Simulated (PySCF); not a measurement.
BH₂O₂, charge +1, multiplicity 1. Atoms are numbered in the order given.

```xyz
5

O      0.0750     1.2523    -0.0546
B      0.0000     0.0000     0.0224
O     -0.0750    -1.2523    -0.0546
H     -0.3773     1.9915     0.3811
H      0.3773    -1.9915     0.3811
```
Charge +1, spin multiplicity 1.

Geometry optimised at B3LYP-D3(BJ)/def2-TZVP. The multiplicity is an assumed one; other spin states were not compared. The isomer is the one that the SMILES or the coordinates give; other isomers of the formula were not compared. Other conformers were not sampled.

Level of theory: B3LYP/def2-TZVPD (PySCF).

Symmetry labels are those of the subgroup C2 that the program uses (full group C2).

Problem. List the valence orbital energies around the gap with their symmetry. (An estimate is asked for; the answer gives what the named calculation found.)

Solution. 
```csv
orbital,symmetry,energy (eV)
HOMO−7,A,-36.72
HOMO−6,B,-36.70
HOMO−5,A,-24.80
HOMO−4,B,-24.48
HOMO−3,A,-19.57
HOMO−2,B,-19.56
HOMO−1,A,-17.94
HOMO,B,-17.91
LUMO,A,-6.82
LUMO+1,B,-6.33
LUMO+2,A,-6.29
LUMO+3,B,-4.79
```
